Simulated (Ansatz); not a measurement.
Stepwise reaction of `N[SiH](F)F` with water, as a gas-phase model of exchange steps in deposition or etching. ΔE in kJ/mol; ΔG adds harmonic PBE0-D4 terms to CCSD(T)/CBS, at 1 bar.

Gas-phase electronic energies from Ansatz, PBE0-D4/def2-TZVP geometries. CBS: MP2 limit from def2 TZ/QZ plus the TZ coupled-cluster correction, frozen cores. This one scheme is used for every species. DFT in def2-TZVPP. B3LYP here is the variant with VWN-RPA as its local correlation; programs differ in this. One conformer a species, not always the lowest.

| step | reaction | PBE-D4 | B3LYP-D4 | ωB97M-V | CCSD(T)/CBS | ΔG(600 K) |
| --- | --- | --- | --- | --- | --- | --- |
| 1 | `N[SiH](F)F` + H₂O → `N[SiH](O)F` + H–F | 39.2 | 41.9 | 41.6 | 41.0 | 47.2 |
| 2 | `N[SiH](O)F` + H₂O → `N[SiH](O)O` + H–F | 45.4 | 48.6 | 48.1 | 47.0 | 50.9 |

(1) By hand: ΔE of the 2 steps together at CCSD(T)/CBS.

Results:

(1) (41.0) + (47.0) = 88.0 kJ/mol, or 44.0 kJ/mol a step.

In ΔE each step is higher than the one before. All are uphill at CCSD(T)/CBS. ΔG lies between 47.2 and 50.9 kJ/mol a step. PBE-D4 differs from CCSD(T)/CBS by -1.8 to -1.6 kJ/mol a step. Isolated molecules leave out the surface, adducts and barriers. Largest T1 diagnostic: 0.011.
